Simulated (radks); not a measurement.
Species: Pr9+. Configuration: [Kr] 4d10 4f2 5s2.

All-electron calculation, scalar-relativistic Kohn-Sham, PBE, spin-polarised, spherical densities, finite nucleus; open shells are filled with parallel spins first (spin-orbit coupling, left out, can overturn this in heavy ions); Fermi nuclear charge, rms radius 4.8919 fm. Program: a radial shooting solver on a logarithmic mesh with Libxc functionals.

Energy parts (hartree):
part                       energy
total                  -9216.2672
kinetic                 9788.8141
electron-nucleus      -22115.3183
Hartree                 3321.7275
exchange-correlation    -211.4905

Orbitals (lengths in bohr, moments of r in powers of bohr):
| orbital | occ. | eigenvalue (hartree) | <1/r> |
|---|---|---|---|
| 1s up | 1 | -1541.546 | 64.68 |
| 1s down | 1 | -1541.546 | 64.68 |
| 2s up | 1 | -252.1132 | 14.93 |
| 2s down | 1 | -252.1132 | 14.93 |
| 2p up | 3 | -226.1193 | 14.11 |
| 2p down | 3 | -226.1194 | 14.11 |
| 3s up | 1 | -58.21328 | 5.432 |
| 3s down | 1 | -58.18804 | 5.434 |
| 3p up | 3 | -49.97723 | 5.138 |
| 3p down | 3 | -49.95216 | 5.141 |
| 3d up | 5 | -38.41141 | 4.875 |
| 3d down | 5 | -38.39201 | 4.877 |
| 4s up | 1 | -15.40429 | 2.276 |
| 4s down | 1 | -15.33585 | 2.276 |
| 4p up | 3 | -12.69960 | 2.102 |
| 4p down | 3 | -12.63089 | 2.103 |
| 4d up | 5 | -8.81871 | 1.850 |
| 4d down | 5 | -8.74960 | 1.850 |
| 4f up | 2 | -4.62834 | 1.425 |
| 4f down | 0 | -4.56054 | 1.422 |
| 5s up | 1 | -5.62593 | 1.003 |
| 5s down | 1 | -5.57535 | 0.9981 |

The highest occupied level is 4f up at -125.94 eV. The electron density at the nucleus is 4.337e+05 e/bohr^3 (large components only). Summed over all electrons, <r^2> = 16.95 bohr^2, which gives a Langevin (diamagnetic) susceptibility term of -13.4 x 10^-6 cm^3/mol. Spin moment in Bohr magnetons: 2. The density falls to 0.001 e/bohr^3 at r = 2.53 bohr. The spin density at the nucleus is -0.590 e/bohr^3 (1s 0.035, 2s -0.162, 3s -3.647, 4s -0.064, 5s 3.248).
